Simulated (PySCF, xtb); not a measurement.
C2H7ClOSi2, SMILES O[Si@@H](C([SiH3])=C)Cl. One conformer was computed; it need not be the lowest.

Harmonic wavenumbers (cm⁻¹) from GFN2-xTB (xtb 6.7.1) at its own minimum, in rising order: 24, 76, 96, 161, 181, 220, 243, 311, 348, 452, 519, 543, 579, 631, 659, 680, 772, 781, 783, 794, 833, 906, 934, 1127, 1434, 1639, 2244, 2249, 2269, 2348, 3053, 3068, 3652.

Task: What does PBE-D3(BJ)/def2-SVP run with PySCF 2.14.0 give at its own minimum? (An estimate is asked for; the answer gives what the named calculation found.)

Result: 42, 93, 129, 173, 206, 234, 282, 319, 362, 470, 546, 599, 627, 721, 762, 781, 803, 856, 888, 894, 904, 912, 967, 1106, 1377, 1595, 2157, 2169, 2175, 2222, 3023, 3111, 3753. Paired by order, the mean absolute difference is 52 cm⁻¹ and the zero-point energies are 49.5 and 50.4 kcal/mol.
